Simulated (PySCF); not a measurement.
A run for PySCF: R-B3LYP/6-31G* on CH4 (SMILES C) with ghost functions, monomers drawn apart or pushed together.

```python
from pyscf import gto, scf, dft, mp
from pyscf.data.elements import chemcore

mol = gto.M(
    atom='''
    C    -0.08193111    0.00140635   -0.31312880
    H    -1.03739562   -0.09533839    0.20060159
    H     0.30176182    1.01278211   -0.18486414
    H     0.62756166   -0.71108372    0.10463248
    H    -0.21933825   -0.20103873   -1.37433529
    ghost-C   -0.06373544    1.27747573    6.53180105
    ghost-Si    0.27869032   -0.56278797    6.65091708
    ghost-H   -0.18635747    1.58281083    5.49184460
    ghost-H    0.75792745    1.85427873    6.96021515
    ghost-H   -0.97604732    1.53765726    7.07165458
    ghost-H   -0.83703442   -1.34342360    6.06350972
    ghost-H    0.43558119   -0.97106701    8.06874001
    ghost-H    1.52450179   -0.91325529    5.92695448
    ''',
    basis='6-31g*',
    cart=True,
    charge=0, spin=0, verbose=3, max_memory=1800)
mf = dft.RKS(mol, xc='b3lyp')
mf.conv_tol = 1e-8
mf.max_cycle = 100
mf.kernel()
if not mf.converged:
    mf = mf.newton().run(mf.mo_coeff, mf.mo_occ)
```

Question: What total energy does the run end on?

Answer: -40.5183 hartree.
